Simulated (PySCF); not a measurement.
Isomers of C6H9NOSi, mass 139.045 u with the commonest isotopes. Level of theory: PBE0/pcSseg-1 in PySCF (dipole) on a GFN2-xTB geometry, gas phase. One conformer each, none proved a minimum here; rigid rotors.

Task: Order these by rotational constant B, smallest first.
A. `[CH3:1][C:2](=[O:3])/[C:4](=[CH:5]/[C:6]#[N:7])[CH2:8][SiH3:9]` with C1–C2–C4–C5 33°, C2–C4–C8–Si9 -52°
B. `[CH2:1]=[C:2]1[CH2:3][C@:4]1([CH2:5][C:6]#[N:7])[O:8][SiH3:9]` with C3–C4–C5–C6 136°, C3–C4–O8–Si9 -131°
C. `[N:1]#[C:2][Si@@H:3]1[CH2:4][CH2:5][C@:6]12[CH2:7][C@H:8]2[OH:9]` with C7–C8–O9–H 31°

Result: C (901.1 MHz), A (1087 MHz), B (1359 MHz).

Task: Order these by dipole moment, largest first.
A. `[CH2:1]=[C:2]1[CH2:3][C@:4]1([CH2:5][C:6]#[N:7])[O:8][SiH3:9]` with C3–C4–C5–C6 136°, C3–C4–O8–Si9 -131°
B. `[N:1]#[C:2][C@@H:3]1[SiH2:4][CH2:5][C@@:6]12[CH2:7][C@H:8]2[OH:9]` with C7–C8–O9–H 133°
C. `[CH3:1][C:2](=[O:3])/[C:4](=[CH:5]/[C:6]#[N:7])[CH2:8][SiH3:9]` with C1–C2–C4–C5 33°, C2–C4–C8–Si9 -52°

Result: B (4.58 D), C (4.03 D), A (3.13 D).

Task: Order these by rotational constant C, largest first.
A. `[CH3:1][C:2](=[O:3])/[C:4](=[CH:5]/[C:6]#[N:7])[CH2:8][SiH3:9]` with C1–C2–C4–C5 33°, C2–C4–C8–Si9 -52°
B. `[N:1]#[C:2][Si@@H:3]1[CH2:4][CH2:5][C@:6]12[CH2:7][C@H:8]2[OH:9]` with C7–C8–O9–H 31°
C. `[CH2:1]=[C:2]1[CH2:3][C@:4]1([CH2:5][C:6]#[N:7])[O:8][SiH3:9]` with C3–C4–C5–C6 136°, C3–C4–O8–Si9 -131°
D. `[N:1]#[C:2][C@@H:3]1[SiH2:4][CH2:5][C@@:6]12[CH2:7][C@H:8]2[OH:9]` with C7–C8–O9–H 133°

Result: C (993.5 MHz), D (912.3 MHz), B (767.1 MHz), A (694.5 MHz).

```json
{"SMILES": "C=C1C[C@]1(CC#N)O[SiH3]", "point group": "C1", "Ia (u·Å²)": "353.91", "Ib (u·Å²)": "371.84", "Ic (u·Å²)": "508.70", "κ": "0.68", "μa (D)": "1.59", "μb (D)": "2.18", "μc (D)": "1.58"}
{"SMILES": "N#C[Si@@H]1CC[C@]12C[C@H]2O", "point group": "C1", "Ia (u·Å²)": "200.57", "Ib (u·Å²)": "560.86", "Ic (u·Å²)": "658.80", "κ": "-0.85", "μa (D)": "2.39", "μb (D)": "2.04", "μc (D)": "0.19"}
{"SMILES": "CC(=O)/C(=C/C#N)C[SiH3]", "point group": "C1", "Ia (u·Å²)": "301.38", "Ib (u·Å²)": "465.11", "Ic (u·Å²)": "727.68", "κ": "-0.20", "μa (D)": "1.62", "μb (D)": "3.67", "μc (D)": "0.45"}
{"SMILES": "N#C[C@@H]1[SiH2]C[C@@]12C[C@H]2O", "point group": "C1", "Ia (u·Å²)": "264.49", "Ib (u·Å²)": "368.48", "Ic (u·Å²)": "553.99", "κ": "-0.08", "μa (D)": "2.72", "μb (D)": "3.68", "μc (D)": "0.27"}
```
